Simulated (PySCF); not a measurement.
CH3Si, SMILES [CH]=[SiH2], multiplicity 2. Geometry optimised at ωB97X-D3(BJ)/def2-TZVP. The isomer is the one that the SMILES or the coordinates give; other isomers of the formula were not compared.

Computed equilibrium geometry at ωB97X-D3(BJ)/def2-TZVP (PySCF confirms it by a frequency run) as Cartesian coordinates in Å, and its point group:
point group C2v.
```xyz
5

C      0.0000     0.0000    -1.1790
Si     0.0000     0.0000     0.4828
H      0.0000     0.0000    -2.2517
H      0.0000    -1.2403     1.2833
H      0.0000     1.2403     1.2833
```
Charge 0, spin multiplicity 2.
